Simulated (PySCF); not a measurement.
CH6AlFGe. Atoms are numbered in the order given.

```xyz
10

Al     0.3074     0.5162    -0.8771
F      1.9207     0.3678    -1.3003
Ge    -0.3674    -0.6932     1.1647
H     -0.1204    -2.2116     1.0422
H      0.4187    -0.2140     2.4033
H     -1.8668    -0.5025     1.4786
C     -0.8116     1.6020    -2.0370
H     -1.8411     1.7105    -1.6625
H     -0.8630     1.1569    -3.0455
H     -0.3819     2.6105    -2.1596
```

The structure is a stationary point at PBE0-D3(BJ)/def2-SVP.

Level of theory: PBE0-D3(BJ)/def2-SVP in PySCF.

Frequencies are harmonic and unscaled.

A small imaginary wavenumber (i) marks a very flat motion, where grid noise or a shallow saddle decides the sign.

Computed normal modes with their intensities:
```tsv
mode	ν (cm⁻¹)	IR (km/mol)	moving atoms (share of kinetic energy)
1	20i	0.0	H 99 %
2	9i	0.0	H 93 %
3	111	3.1	C 27 %, F 23 %, H 22 %, Al 21 %
4	171	15.0	F 51 %, Ge 21 %, C 15 %, H 13 %
5	180	23.8	Al 55 %, H 24 %, F 15 %
6	315	15.0	Al 42 %, Ge 22 %, C 15 %, H 11 %, F 11 %
7	391	3.3	H 89 %
8	418	7.5	H 89 %
9	620	30.7	H 75 %, C 17 %
10	647	48.6	C 39 %, Al 28 %, H 24 %, F 9 %
11	684	129.0	H 64 %, C 21 %, Al 12 %
12	794	153.9	H 94 %
13	859	63.6	F 44 %, Al 41 %, H 14 %
14	889	65.4	H 91 %
15	889	36.1	H 99 %
16	1209	27.4	H 79 %, C 21 %
17	1414	3.6	H 96 %
18	1420	2.6	H 95 %
19	2131	72.5	H 100 %
20	2136	108.0	H 98 %
21	2137	123.2	H 98 %
22	3045	1.4	H 97 %
23	3141	1.5	H 91 %, C 9 %
24	3162	2.3	H 91 %, C 9 %
```
